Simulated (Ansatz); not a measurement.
Species: C3H7B, SMILES `C[C@@H]1BC1` (charge 0, multiplicity 1).

Q: Give a relaxed geometry from PBE-D3(BJ)/def2-TZVP in Ansatz (an electronic-structure program).

A: the end point of this relaxation (outside a Z-matrix the atoms follow the SMILES, hydrogens last).
Bonded distances (Å): C1–C2 1.520, C1–H5 1.102, C1–H6 1.101, C1–H7 1.100, C2–B3 1.532, C2–C4 1.552, C2–H8 1.097, B3–C4 1.530, B3–H9 1.192, C4–H10 1.096, C4–H11 1.094. Angles (°): C2–C1–H5 111.3, C2–C1–H6 111.4, C2–C1–H7 111.3, H5–C1–H6 107.3, H5–C1–H7 108.2, H6–C1–H7 107.3, C1–C2–B3 122.4, C1–C2–C4 120.2, C1–C2–H8 113.7, B3–C2–C4 59.5, B3–C2–H8 116.8, C4–C2–H8 113.6, C2–B3–C4 60.9, C2–B3–H9 149.6, C4–B3–H9 149.2, C2–C4–B3 59.6, C2–C4–H10 118.0, C2–C4–H11 117.7, B3–C4–H10 118.6, B3–C4–H11 121.4, H10–C4–H11 112.1.
